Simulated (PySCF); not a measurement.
**Basis and Hamiltonian dependence of the ionisation energy of Mn+**

Mn+ [Ar] 3d5 4s1 (7S) → Mn(2+) [Ar] 3d5 (6S). Calculated with PySCF 2.14 from differences of total energies of unrestricted determinants, without spin-orbit coupling. Values in eV.

```tsv
basis	Hamiltonian	functions	UHF	LDA	PBE0	MP2 (valence)	CCSD(T) (valence)	CCSD(T) (valence and next inner shell)
x2c-SVPall	spin-free X2C	36	14.800	16.305	15.808	14.998	n/a	n/a
jorge-DZP-DKH	spin-free X2C	43	14.629	n/a	n/a	14.831	n/a	n/a
cc-pVDZ-DK	spin-free X2C	43	14.885	n/a	15.936	15.276	n/a	n/a
x2c-TZVPall	spin-free X2C	48	14.856	16.502	n/a	15.208	n/a	n/a
pcseg-2	non-relativistic	56	14.713	16.318	n/a	15.133	n/a	n/a
ANO-RCC-VTZP	spin-free X2C	59	14.870	16.543	15.976	15.305	15.347	15.609
aug-cc-pVDZ-DK	spin-free X2C	59	14.885	16.447	15.938	15.292	15.334	n/a
def2-TZVPPD	non-relativistic	67	14.690	16.302	15.759	15.099	15.134	15.398
cc-pVTZ-DK	spin-free X2C	68	14.856	16.543	15.978	15.296	n/a	n/a
dyall-av2z	non-relativistic	101	14.692	16.305	15.767	15.084	15.126	n/a
aug-cc-pwCVTZ-DK	spin-free X2C	127	14.853	16.518	15.967	15.321	n/a	n/a
aug-cc-pVQZ	non-relativistic	140	14.687	16.328	15.788	15.144	n/a	n/a
aug-cc-pwCVTZ-DK with one added diffuse shell each of s, p, d, f, g type	spin-free X2C	152	14.853	16.518	15.967	15.322	n/a	n/a
```

Q: Estimate the row for x2c-QZVPPall (spin-free X2C, 103 functions).

A: From the rows with the same Hamiltonian and similar size; the calculation gives UHF 14.85; LDA 16.52; PBE0 15.96; MP2 (valence) 15.31 (eV).

Frozen in the all-electron rows: valence: [Ar]; valence and next inner shell: [Ne].

Non-relativistic rows lack the scalar-relativistic shift.

Reference for a calculation without spin-orbit coupling: 15.640 eV (measured, between term centres; NIST).
